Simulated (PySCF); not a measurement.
```xyz
4
charge 0 multiplicity 1, angstrom
N     0.0000    0.5979    0.0000
Na   -0.0032   -0.1198    2.0165
Na    1.7480   -0.1198   -1.0055
Na   -1.7448   -0.1198   -1.0110
```

Computed with PBE0 in PySCF with N def2-TZVP, Na def2-TZVP; no relativity; density-fitted integrals.

This geometry of Na₃N is a stationary point at this level.

(1) What is the point group?

(2) Is it a minimum?

(3) Give the atomic charges and bond orders.

(4) Give the ideal-gas entropy at 298.15 K and 1 bar by parts.

Answers

(1) C3v.

(2) Yes: all harmonic wavenumbers are real.

(3) 
```csv
atom,Mulliken,Löwdin,polar tensor,Mayer order to N1
N1,-1.13,-0.45,-0.67,–
"Na2,3,4",0.38,0.15,0.22,0.87
```

(4) translation 164.0, rotation 104.3, vibration 51.5, spin 0.0; total 319.7 J/(mol K).

Only a few start shapes were tried, so a lower isomer may exist.
